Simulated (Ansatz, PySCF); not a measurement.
InFI₂, SMILES [In]([F])([I])[I].

Geometry optimised at PBE0-D3(BJ)/def2-SVP. The structure was generated by enumeration; whether it is a known compound was not checked. The def2 effective core potentials stand for the cores of I, In; spin–orbit coupling is left out.

Vertical ionisation energy (IE) and electron affinity (EA) in eV. Rows of orbital energies are one-electron estimates. Where ΔSCF, EOM or ADC give a negative EA the extra electron is unbound and the value depends on the basis.

```
level                                                                        IE          EA
-------------------------------------------------------------------  ----------  ----------
−ε(HOMO), −ε(LUMO), PBE0/def2-TZVP (PySCF)                           (withheld)  (withheld)
−ε(HOMO), −ε(LUMO), PBE/def2-TZVP (PySCF)                                  6.99        3.93
ΔSCF, PBE0/def2-SVPD (Ansatz), final states of multiplicity 2 and 2        9.99        1.68
ΔSCF, PBE/def2-SVPD (Ansatz), final states of multiplicity 2 and 2         9.59        1.72
```

**Question.** What belongs in the gaps? (An estimate is asked for; the answer gives what the named calculation found.)

**Answer.** 
- −ε(HOMO), −ε(LUMO), PBE0/def2-TZVP (PySCF), IE: 8.14
- −ε(HOMO), −ε(LUMO), PBE0/def2-TZVP (PySCF), EA: 3.17

**Question.** What vertical singlet–triplet gap does ΔSCF give with PBE0/def2-SVPD (Ansatz, a quantum-chemistry and plane-wave program) and with PBE/def2-SVPD (Ansatz)? (Estimate from the structure and the level; the computed values follow.)

**Answer.** 3.50 and 3.11 eV (triplet above singlet where positive).
